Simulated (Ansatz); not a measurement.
Relaxation of FGeHO (4 atoms, charge 0, multiplicity 1), to a largest force component of 0.02 eV/Å in at most 50 steps.

Level of theory: RKS PBE0/def2-SVP in Ansatz.

```xyz
4
Properties=species:S:1:pos:R:3
O -0.842 0.304 -0.602
Ge -0.243 -0.461 0.843
F 1.353 -1.035 0.504
H -0.212 1.131 -0.765
```

Q: Where does it end, and by what steps?

A: The run converged. After 9 steps the energy has fallen by 0.594 eV; H4 moved furthest, 0.35 Å.

```csv
step,energy less start (eV),largest force component (eV/Å),accepted
0,0.0000,3.294,yes
1,-0.3395,2.488,yes
2,-0.3888,3.166,yes
3,-0.5168,1.955,yes
4,-0.5297,0.909,yes
5,-0.5614,0.267,yes
6,-0.5897,0.073,yes
7,-0.5926,0.035,yes
8,-0.5941,0.048,yes
9,-0.5942,0.015,yes
```

```xyz
4
Properties=species:S:1:pos:R:3
O -0.820 0.538 -0.382
Ge -0.393 -0.694 0.821
F 1.331 -0.750 0.442
H -0.063 0.845 -0.901
```

Time of the run: 17 s on 1 thread of Arm Neoverse V2, on a shared host, peak memory 0.13 GiB.
